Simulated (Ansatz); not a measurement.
`FC#C[SiH3]` + H₂O → silanol + `C#CF` at 400 K and 1 bar (formal hydrolysis of the Si–C bond).

Computed with Ansatz on PBE0-D4/def2-TZVP structures; ΔE is electronic, products minus reactants. CCSD(T)/CBS adds triple-zeta CCSD(T) − MP2 to the extrapolated MP2 energy (def2 sets, frozen cores). This one scheme is used for every species.

```csv
species,CCSD(T)/CBS energy (Eh),H − E (kJ/mol),S (J/(mol·K))
`FC#C[SiH3]`,-466.68020,122.1,317.0
H₂O,-76.37941,69.8,198.6
`O[SiH3]`,-366.69042,120.0,276.4
`C#CF`,-176.38388,70.6,244.8
```

H − E and S are ideal-gas, rigid-rotor, harmonic terms from PBE0-D4/def2-TZVP. 1 Eh = 2625.50 kJ/mol, R = 8.31446 J/(mol·K).

Question: By hand: ΔE, ΔH, ΔS and ΔG.

Answer: ΔE = (-366.69042) + (-176.38388) − (-466.68020) − (-76.37941) = -0.01469 Eh = -38.6 kJ/mol. Δ(H − E) = 120.0 + 70.6 − 122.1 − 69.8 = -1.3, so ΔH = -39.9 kJ/mol. ΔS = 276.4 + 244.8 − 317.0 − 198.6 = 5.6 J/(mol·K). ΔG = -39.9 − 400 × (5.6)/1000 = -42.1 kJ/mol.

Question: By hand: the equilibrium constant, and the temperature at which ΔG would vanish if ΔH and ΔS stayed fixed.

Answer: log₁₀ K = −ΔG/(RT ln 10) = 5.5. ΔH and −TΔS have one sign here, so there is no such temperature. One of them is within its doubt of zero, so this could turn.

The number of gas molecules stays the same, so ΔS is small and ΔH decides. A doubt of 5 kJ/mol in ΔE shifts log₁₀ K by 0.7 here. These are equilibria of isolated gas molecules and say nothing of rates. Largest T1 diagnostic: 0.013 (customary marks: 0.02 for closed shells, 0.045 for open ones).
